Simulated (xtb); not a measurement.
Cl₄Ta (SMILES [Cl][Ta+]([Cl])([Cl])[Cl]), charge +1, singlet, from a rough starting geometry (GFN-xTB shapes and energies of metal compounds can be far from the true ones) (the multiplicity is a formal guess); xtb with GFN2-xTB.

Input for xtb:
```
$ xtb mol.xyz --gfn 2 --chrg 1 --opt vtight --json

# file mol.xyz
5

Ta     0.05909587     0.04189163     0.02909226
Cl     1.78626973    -0.61095337    -1.20586201
Cl     0.60045096     0.47619255     2.13306995
Cl    -0.93145107     1.75011845    -0.90697088
Cl    -1.41671106    -1.60435094     0.05796064
```

What does xtb print? Leave out banner, timings and long lists.


```
   ID    Z sym.   atoms
    1   73 Ta     1
    2   17 Cl     2-5

           -------------------------------------------------
          |                Calculation Setup                |
           -------------------------------------------------

           -------------------------------------------------
          |                 G F N 2 - x T B                 |
           -------------------------------------------------

          ...................................................
          :                      SETUP                      :
          :.................................................:
          :  # basis functions                  50          :
          :  # atomic orbitals                  45          :
          :  # shells                           15          :
          :  # electrons                        32          :
          :  max. iterations                   250          :
          :  Hamiltonian                  GFN2-xTB          :
          :  restarted?                      false          :
          :  GBSA solvation                  false          :
          :  PC potential                    false          :
          :  electronic temp.          300.0000000     K    :
          :  accuracy                    1.0000000          :
          :  -> integral cutoff          0.2500000E+02      :
          :  -> integral neglect         0.1000000E-07      :
          :  -> SCF convergence          0.1000000E-05 Eh   :
          :  -> wf. convergence          0.1000000E-03 e    :
          :  Broyden damping             0.4000000          :
          :  net charge                          1          :
          :  unpaired electrons                  0          :
          ...................................................

 iter      E             dE          RMSdq      gap      omega  full diag
   1    -19.5573021 -0.195573E+02  0.923E+00    2.26       0.0  T
   2    -19.6617830 -0.104481E+00  0.118E+01    5.01       1.0  T
   3    -19.9425829 -0.280800E+00  0.533E+00    3.77       1.0  T
   4    -19.9614473 -0.188644E-01  0.249E+00    3.12       1.0  T
   5    -19.9782586 -0.168113E-01  0.894E-01    3.33       1.0  T
   6    -19.9796599 -0.140131E-02  0.339E-01    3.40       1.0  T
   7    -19.9797346 -0.746557E-04  0.112E-01    3.42       1.0  T
   8    -19.9797391 -0.450995E-05  0.295E-02    3.43       1.5  T
   9    -19.9797394 -0.362077E-06  0.776E-03    3.43       5.8  T
[...]
         :: total energy             -19.958137043691 Eh    ::
 * total energy  :   -19.9581370 Eh     change       -0.7115908E-09 Eh
 * total energy  :   -19.9590367 Eh     change       -0.8996301E-03 Eh
 * total energy  :   -19.9591695 Eh     change       -0.1328242E-03 Eh
 * total energy  :   -19.9591674 Eh     change        0.2147618E-05 Eh
 * total energy  :   -19.9591758 Eh     change       -0.8432731E-05 Eh
 * total energy  :   -19.9591755 Eh     change        0.2649837E-06 Eh
 * total energy  :   -19.9591762 Eh     change       -0.6652203E-06 Eh
 * total energy  :   -19.9591762 Eh     change       -0.1321339E-08 Eh
   *** GEOMETRY OPTIMIZATION CONVERGED AFTER 8 ITERATIONS ***
         :: total energy             -19.959176185446 Eh    ::
[...]
       ...                                ...                  ...
        45                          0.9076071              24.6972
      -------------------------------------------------------------
                  HL-Gap            0.1320412 Eh            3.5930 eV
             Fermi-level           -0.5665973 Eh          -15.4179 eV

     #   Z          covCN         q      C6AA      α(0)
     1  73 Ta       3.022     0.868   287.671    36.872
     2  17 Cl       0.756     0.033    98.021    15.144
     3  17 Cl       0.756     0.033    98.021    15.144
     4  17 Cl       0.756     0.033    98.023    15.145
     5  17 Cl       0.756     0.033    98.022    15.145

 Mol. C6AA /au·bohr⁶  :       3158.647629
 Mol. C8AA /au·bohr⁸  :     228978.922145
 Mol. α(0) /au        :         97.449892

Wiberg/Mayer (AO) data.
largest (>0.10) Wiberg bond orders for each atom

 ---------------------------------------------------------------------------
     #   Z sym  total        # sym  WBO       # sym  WBO       # sym  WBO
 ---------------------------------------------------------------------------
     1  73 Ta   6.092 --     3 Cl   1.523     2 Cl   1.523     5 Cl   1.523
                             4 Cl   1.523
     2  17 Cl   1.784 --     1 Ta   1.523
     3  17 Cl   1.784 --     1 Ta   1.523
     4  17 Cl   1.784 --     1 Ta   1.523
     5  17 Cl   1.784 --     1 Ta   1.523
 ---------------------------------------------------------------------------

Topologies differ in total number of bonds
Writing topology from bond orders to xtbtopo.mol

molecular dipole:
                 x           y           z       tot (Debye)
 q only:        0.037       0.020       0.041
   full:        0.037       0.020       0.041       0.149
molecular quadrupole (traceless):
                xx          xy          yy          xz          yz          zz
 q only:        0.001       0.001      -0.002       0.002       0.002       0.001
  q+dip:        0.001       0.001      -0.001       0.003       0.001       0.001
   full:        0.001       0.001      -0.002       0.002       0.001       0.001

optimized geometry written to: xtbopt.xyz

           -------------------------------------------------
          | TOTAL ENERGY              -19.959176185446 Eh   |
          | GRADIENT NORM               0.000072674845 Eh/α |
          | HOMO-LUMO GAP               3.593024158668 eV   |
           -------------------------------------------------

normal termination of xtb
```
